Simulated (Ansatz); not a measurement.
Calculated with Ansatz (gas phase, PBE0-D4/def2-TZVP geometries, no zero-point term in ΔE). CCSD(T)/CBS adds triple-zeta CCSD(T) − MP2 to the extrapolated MP2 energy (def2 sets, frozen cores). This one scheme is used for every species. DFT in def2-TZVPP. B3LYP here is the variant with VWN-RPA as its local correlation; programs differ in this. Each species was taken in one conformer, which may not be the lowest.

Consider the silylene formation by 1,1-elimination: `O[SiH2]N[Si](O)(F)F` → `N[Si](O)(F)F` + `O[SiH]`.

CCSD(T)/CBS gives +62.1 kcal/mol.

(1) Another level gave +65.4 kcal/mol. Which?
A. B2PLYP/def2-TZVPP
B. B3LYP/def2-TZVPP
C. r2SCAN-D4/def2-TZVPP
D. HF/def2-TZVPP

Largest T1 diagnostic among the species: 0.016.

Results:

(1) C. r2SCAN-D4 65.4, B3LYP 56.2, HF/def2-TZVPP 61.0, B2PLYP 59.9 kcal/mol.

From PBE to PBE0 (25 % exact exchange), in def2-TZVPP and without D4, ΔE moves by +4.5 kcal/mol. The D4 term adds +4.7 kcal/mol with B3LYP and +2.6 kcal/mol with PBE0; it sums over pairs of atoms, weighted by their polarisabilities, and B3LYP, whose exchange is more repulsive, gets the larger term.
